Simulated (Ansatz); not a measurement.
Geometry optimisation, UKS PBE0-D4/STO-3G (Ansatz 0.2.0).

input.yaml

```yaml
crystal:
  periodic: [false, false, false]
  atoms:
    - { symbol: C, position_ang: [0.591, -2.2942, 0.9712] }
    - { symbol: C, position_ang: [0.3497, -1.0013, 0.5227] }
    - { symbol: O, position_ang: [1.245, -0.0039, 0.8078] }
    - { symbol: Si, position_ang: [0.9138, 1.5144, 0.2282] }
    - { symbol: C, position_ang: [-0.5481, 1.3116, -1.0331] }
    - { symbol: Si, position_ang: [-1.0831, -0.3898, -0.5063] }
    - { symbol: H, position_ang: [1.4449, -2.4939, 1.5569] }
    - { symbol: H, position_ang: [-0.115, -3.037, 0.7383] }
    - { symbol: H, position_ang: [0.3743, 2.3642, 1.4019] }
    - { symbol: H, position_ang: [2.0091, 2.1658, -0.3798] }
    - { symbol: H, position_ang: [-0.1817, 1.3334, -2.0198] }
    - { symbol: H, position_ang: [-1.3179, 2.0748, -0.8788] }
    - { symbol: H, position_ang: [-2.3696, -0.3187, 0.298] }
    - { symbol: H, position_ang: [-1.3254, -1.2547, -1.6784] }
magnetization:
  spin_polarized: true
basis:
  gaussian: { orbitals: STO-3G }
hamiltonian:
  xc: pbe0
  dispersion: d4
relax:
  f_tol: 0.02
  max_steps: 40
output:
  orbitals: {}
```

Launched with:

```bash
$ ansatz run input.yaml --threads 2 --pin off --max-ram 3072MiB --backend cpu --events-out ev --progress --plain --runs-dir out
```

Q: Where does it end, and by what steps?

A: The run converged. The force dipped under the threshold on the way, but the program's further checks kept it going. Limits of this set-up: minimal basis. After 9 steps the energy has fallen by 0.697 eV; H13 moved furthest, 0.35 Å.

```csv
step,energy less start (eV),largest force component (eV/Å),accepted
0,0.0000,4.525,yes
1,-0.5773,1.109,yes
2,-0.6683,0.500,yes
3,-0.6871,0.210,yes
4,-0.6941,0.113,yes
5,-0.6955,0.016,yes
6,-0.6963,0.051,yes
7,-0.6965,0.046,yes
8,-0.6968,0.026,yes
9,-0.6968,0.011,yes
```

```xyz
14
Properties=species:S:1:pos:R:3
C 0.502 -2.211 1.030
C 0.349 -0.978 0.516
O 1.317 0.000 0.802
Si 0.903 1.569 0.190
C -0.602 1.324 -0.894
Si -1.080 -0.462 -0.601
H 1.346 -2.471 1.671
H -0.215 -3.004 0.817
H 0.631 2.437 1.318
H 2.062 2.072 -0.515
H -0.360 1.506 -1.943
H -1.403 2.011 -0.616
H -2.352 -0.584 0.073
H -1.113 -1.237 -1.821
```

Whether the end is a true minimum wasn't checked by a vibrational analysis.

Time of the run: 55 s on 2 threads of Arm Neoverse N1 (shared host), peak memory 0.18 GiB.
